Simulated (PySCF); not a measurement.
Molecule: SMILES O=C(C)/C=C(/Cl)CCl, C5H6Cl2O.

Cartesian coordinates in Å; atom numbers follow the order of the lines, from 1:
```xyz
14

C    -2.4001   -0.0254    0.2791
C    -0.9771   -0.4407    0.0108
O    -0.6372   -1.6020   -0.0381
C    -0.0687    0.7037   -0.1938
C     1.2645    0.6320   -0.2925
Cl    2.1747    2.0773   -0.5282
C     2.0874   -0.6005   -0.1835
Cl    3.1391   -0.4783    1.2657
H    -2.4352    0.6314    1.1456
H    -3.0163   -0.9020    0.4582
H    -2.7879    0.5223   -0.5778
H    -0.5445    1.6710   -0.2629
H     1.4501   -1.4770   -0.0627
H     2.7506   -0.7122   -1.0419
```

Frames of a GFN2-xTB Langevin trajectory at 300 K; GIAO PBE0/pcSseg-1 shieldings in PySCF 2.14, gas phase, non-relativistic; equivalent atoms averaged within each frame.

Chemical shifts δ = σref − σ; TMS for ¹³C (σref 186.93), ¹H (σref 31.72); H2O for ¹⁷O (σref 336.08); ³⁵Cl (σref 949.78) vs HCl, all at this level. The references are static minima.

Problem. How do the shifts (ppm) fluctuate along the trajectory?

Solution. 
```tsv
time (fs)	C2	C5	C4	C7	C1	O3	Cl6	Cl8	H12	H13/H14
optimised geometry	199.6	169.1	132.2	49.0	35.7	639.0	299	134	6.52	5.34
250	205.2	171.3	128.4	58.6	39.2	685.4	305	153	6.49	5.35
425	203.9	173.4	142.0	51.1	32.4	638.4	322	162	8.13	5.28
625	207.3	160.6	134.8	47.0	39.0	658.7	331	219	6.04	6.10
800	215.3	183.3	141.1	42.8	39.5	694.6	342	95	7.40	5.36
1000	193.5	167.1	126.9	56.2	41.2	629.9	326	186	6.00	5.40
mean of frames	205.1	171.1	134.6	51.1	38.3	661.4	325	163	6.81	5.50
standard deviation	7.8	8.4	7.0	6.5	3.4	28.3	14	46	0.93	0.34
```

5 frames give an uncertainty of the mean of about the standard deviation over 2.2 at best, since frames this close in time may not be independent; classical motion lacks zero-point vibration, and the reference would need the same averaging.
